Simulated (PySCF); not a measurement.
# Hartree-Fock beside MP2: AlBH3NO

Calculated results; nothing here was measured. The program is PySCF 2.14.0, an open-source quantum chemistry code, run on an isolated molecule that a program drew, which may never have been made. The molecule is AlBH3NO (charge 0, singlet), drawn as the SMILES string `NB[O][Al]`.

The geometry was optimised and harmonic frequencies were computed with HF and MP2, all in the cc-pV(D+d)Z basis, for the commonest isotopes, with a restricted reference for singlets and an unrestricted one otherwise, and a frozen core in MP2. Each result is a local minimum of its method.

Geometry at the HF minimum:
```xyz
7
AlBH3NO, angstrom
N    -1.9754    1.6255    0.6292
B    -0.8724    1.8265   -0.2104
O     0.3523    1.3078    0.0970
Al    1.9681    0.8091    0.1915
H    -2.8801    1.9929    0.4283
H    -1.9195    1.1019    1.4781
H    -1.0275    2.4720   -1.2180
```

Lengths of the bonds as drawn, in Å (atoms numbered as above):
```
  bond     HF    MP2
 N1-B2  1.401  1.407
 B2-O3  1.365  1.385
O3-Al4  1.694  1.720
 N1-H5  0.997  1.011
 N1-H6  0.999  1.013
 B2-H7  1.207  1.211
```

Rotational constants, in GHz:
```
constant     HF    MP2
       A  48.52  50.45
       B  2.659  2.582
       C  2.521  2.456
```

Harmonic frequencies in cm^-1, each column in rising order, so a row needn't be the same motion in every method:
| rank | HF | MP2 |
|---|---|---|
| 1 | 82 | 68 |
| 2 | 104 | 81 |
| 3 | 423 | 391 |
| 4 | 433 | 413 |
| 5 | 651 | 633 |
| 6 | 670 | 639 |
| 7 | 999 | 934 |
| 8 | 1001 | 937 |
| 9 | 1202 | 1143 |
| 10 | 1256 | 1197 |
| 11 | 1464 | 1406 |
| 12 | 1736 | 1613 |
| 13 | 2659 | 2630 |
| 14 | 3821 | ? |
| 15 | 3934 | 3773 |

**Estimate the missing MP2 frequency from the HF column.**

A single factor s that minimises the squared misfit of MP2 against s times HF over the other rows is sum(HF x MP2) / sum(HF^2) = 0.9605, with an rms misfit of 28 cm^-1. For rank 14 it gives 0.9605 x 3821 = 3670 cm^-1. The calculation gives 3645 cm^-1, 25 cm^-1 below the estimate. The drawn bonds are on average 1.1 % longer in MP2 than in HF.
